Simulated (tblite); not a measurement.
Compound: C2H4F3NO4S2.
Geometry (GFN2-xTB, Å), atoms numbered from 1 in this order:
```xyz
16
C2H4F3NO4S2 angstrom
C     -2.385    0.253   -0.228
S     -0.875    0.995    0.365
O     -1.129    1.865    1.463
O     -0.063    1.449   -0.713
N     -0.056   -0.364    0.999
S      0.793   -1.180   -0.145
O     -0.073   -1.359   -1.254
O      1.404   -2.310    0.462
C      2.224   -0.035   -0.633
F      3.333   -0.772   -0.640
F      2.095    0.513   -1.820
F      2.377    0.901    0.300
H     -2.098   -0.506   -0.946
H     -2.903   -0.166    0.624
H     -2.977    1.030   -0.697
H      0.323   -0.306    1.928
```

Method: GFN2-xTB as coded in tblite; computed harmonic values from a numerical Hessian at the method's own geometry, unscaled. The method is semi-empirical: single wavenumbers can be off by several per cent or more. One conformer, not necessarily the lowest.

Harmonic wavenumbers (cm⁻¹): 56.4, 75.2, 91.4, 131.8, 144.0, 157.9, 170.5, 213.3, 238.6, 274.4, 293.9, 308.4, 318.2, 344.7, 398.7, 450.1, 458.3, 472.7, 487.3, 505.9, 535.1, 667.1, 697.0, 739.8, 804.2, 855.6, 875.4, 1009.6, 1063.6, 1102.3, 1151.5, 1157.3, 1184.2, 1268.2, 1308.7, 1330.1, 1399.0, 1404.9, 3058.3, 3075.5, 3091.4, 3487.2.

A = 1293, B = 634.9, C = 553.3 MHz; mass 226.953 u (most abundant isotopes); point group C1, symmetry number 1.

Problem. What is the zero-point energy?

Solution. Half the sum of the wavenumbers: 18429 cm⁻¹ = 52.69 kcal/mol.

Problem. Give the ideal-gas entropy at 200 K and 1 bar in the rigid-rotor, harmonic-oscillator model (classical rotation).

Solution. Translation 40.20, rotation 29.75, vibration 26.47: S = 96.4 cal/(mol K).

Problem. And Cp and H(200 K) − H(0)?

Solution. Cp = 38.49 cal/(mol K), of which vibrations give 30.54 (their classical limit is 42 R = 83.5); H(200 K) − H(0) = 4.63 kcal/mol without the zero-point energy, 3.04 from vibrations.

Problem. Which modes carry the vibrational entropy at 200 K?

Solution. 56.4 cm⁻¹: 3.79; 75.2 cm⁻¹: 3.23; 91.4 cm⁻¹: 2.86; 131.8 cm⁻¹: 2.17; 144.0 cm⁻¹: 2.00; 157.9 cm⁻¹: 1.84 cal/(mol K); the other 36 give 10.59 together.

Problem. How do the functions run with temperature in this model?

Solution. 
```tsv
T (K)	S (cal/(mol K))	Cp (cal/(mol K))	H − H(0) (kcal/mol)	G − H(0) (kcal/mol)	ln q(vib)
50	62.2	14.5	0.51	-2.60	0.48
100	75.1	23.8	1.47	-6.04	1.96
298.15	113.9	49.0	8.95	-25.00	9.39
373.15	125.6	55.4	12.87	-33.98	12.13
500	143.0	63.6	20.45	-51.04	16.51
750	170.8	73.1	37.67	-90.42	24.18
1000	192.6	78.5	56.68	-135.95	30.77
```

q(vib) and H(0) count from the zero-point level.

Hindered rotation and anharmonicity are outside this model. Other conformers, if any are populated, would add a mixing term that is left out. The structure is chiral; the term R ln 2 for an equal mix with its mirror image is left out.
